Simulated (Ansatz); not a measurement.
`C[SiH](F)S[SiH](O)O`, charge 0, multiplicity 1.

(1) Give a relaxed structure at PBE0-D4/def2-TZVP (Ansatz). (An estimate is asked.)

Results:

(1) Computed: 
Z-matrix (Å, degrees):
```
C
Si 1 1.848
H 1 1.092 2 110.1
H 1 1.093 2 110.1 3 -119.6
H 1 1.092 2 110.9 3 120.4
F 2 1.614 1 107.9 3 179.1
S 2 2.124 1 114.7 3 -59.7
H 2 1.481 1 113.0 3 61.3
Si 7 2.149 2 100.5 1 -58.4
O 9 1.631 7 106.3 2 -148.3
O 9 1.633 7 110.1 2 -22.4
H 9 1.470 7 113.2 2 95.8
H 10 0.959 9 118.5 7 41.6
H 11 0.961 9 119.3 7 -37.4
```
This is one stationary point; other conformers may exist.
